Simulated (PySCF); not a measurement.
## Frontier orbitals and the lowest excitations

Compound: C₃H₃F₃P₂.
Z-matrix (Å and degrees, GFN2-xTB geometry), rows numbered from 1:
```
C 
C   1  1.3230
P   2  1.8231  1  124.14
P   3  2.0350  2  106.75  1    91.42
C   4  1.9057  3  104.98  2    -0.35
F   5  1.3431  4  112.91  3   -68.11
F   5  1.3439  4  114.04  3    54.26
F   5  1.3382  4  109.72  3   173.26
H   1  1.0780  2  122.16  3    -4.93
H   1  1.0774  2  121.57  3   176.62
H   2  1.0840  1  120.94  3  -174.29
```

Method: PySCF 2.14.0, density-fitted response routines, TDDFT CAM-B3LYP/def2-SVPD, vertical, gas phase, core orbitals frozen in the response.

Kohn–Sham orbitals with the atoms that hold most of them (Löwdin shares over 4%, at most four atoms; ? is withheld):

| orbital | ε (eV) | atoms |
| --- | --- | --- |
| LUMO+2 | 0.63 | P4 36%, P3 29%, C5 12%, C2 10% |
| LUMO+1 | 0.28 | C1 31%, C2 28%, P3 12%, P4 10% |
| LUMO | ? | ? |
| HOMO | -8.89 | P3 30%, C1 22%, C2 21%, P4 19% |
| HOMO-1 | -9.17 | ? |
| HOMO-2 | -9.72 | P4 38%, P3 22%, C2 12%, C5 10% |
| HOMO-3 | -10.90 | C2 27%, P3 26%, C1 18%, P4 14% |

(1) Which atoms hold the HOMO-1, and with what shares?

(2) Which atoms hold the LUMO, and with what shares?

(3) What is the LUMO energy, and the HOMO–LUMO gap?

Answers

(1) P4 (bonded to C and P) 44%; P3 (bonded to C and P) 39%; C2 (bonded to C, P and H) 6%; C5 (bonded to 3 F and P) 4%. By element: phosphorus 83%, carbon 10% or more.

(2) P3 (bonded to C and P) 42%; P4 (bonded to C and P) 39%; C2 (bonded to C, P and H) 7%; C5 (bonded to 3 F and P) 5%. By element: phosphorus 80%, carbon 12% or more.

(3) ε(LUMO) = -2.22 eV; the gap is 6.68 eV (0.2453 hartree).

Q: The HOMO–LUMO gap is 6.68 eV. Where does the response calculation put the lowest singlet, and from which orbitals?

A: S1 is at 3.12 eV (f = 0.0002), 3.56 eV below the gap, made of HOMO→LUMO (96%). Without the coupling terms of the response equations the lowest excitation would equal the gap.

Q: Give energy, strength and leading configuration of S1, S2 and S3, and follow the Löwdin shares of the leading atoms from the occupied to the empty orbital.

A: 
- S1 (3.12 eV, f 0.0002), HOMO→LUMO (96%): P3 30% → 42%, C1 22% → at most 5%, P4 19% → 39%
- S2 (3.95 eV, f 0.0083), HOMO-2→LUMO (98%): P4 38% → 39%, P3 22% → 42%
- S3 (4.39 eV, f 0.132), HOMO-1→LUMO (93%): P4 44% → 39%, P3 39% → 42%

Löwdin shares depend on the basis, the more so with diffuse functions.

Rough CPU time on one thread of a shared machine: about 1.7 min (with the writing of density and orbital grids).

One conformer stands for the species.
